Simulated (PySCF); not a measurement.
TeCl, SMILES Cl[Te], multiplicity 2.

Geometry optimised at B3LYP-D3(BJ)/def2-TZVP. The spin state was assumed, not searched. The def2 effective core potentials stand for the cores of Te; spin–orbit coupling is left out.

The numbers are results of PBE/def2-TZVPD in PySCF, not measurements.

* **total energy**: -728.04483 hartree
* **point group**: C∞v
* **α spin, highest occupied and lowest empty level**: -5.62 and -3.58 eV
* **β spin, highest occupied and lowest empty level**: -5.38 and -5.26 eV
* **dipole moment**: 1.30 D
* **mean static polarisability**: 57.1 bohr³ (8.46 Å³)
* **polarisability, principal values**: 45.4, 52.0, 73.9 bohr³
* **⟨S²⟩**: 0.752 (pure state 0.75)
